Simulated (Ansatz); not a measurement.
F₃HSn (`[F][SnH]([F])[F]`). The species carries charge 0 and has multiplicity 1. Correlated methods include outer-core shells of Sn, which these sets cover unevenly. Sn takes the def2 core potential.

```xyz
5

F    -0.753    1.527   -0.715
Sn    0.117   -0.003   -0.023
F    -0.842   -1.472   -0.730
F    -0.286   -0.001    1.824
H     1.765   -0.050   -0.355
```

Task: Give the diagnostics of a CCSD(T)/def2-TZVPP run (frozen core, Ansatz 0.2.0). (An estimate is asked.)

Result: Computed: T1 = 0.0149, largest single amplitude 0.043, largest double 0.042, (T) share of the correlation energy 2.8 %, 9 CCSD cycles. The RHF solution is stable towards an unrestricted one. T1 lies under the customary mark of 0.02 for closed shells.
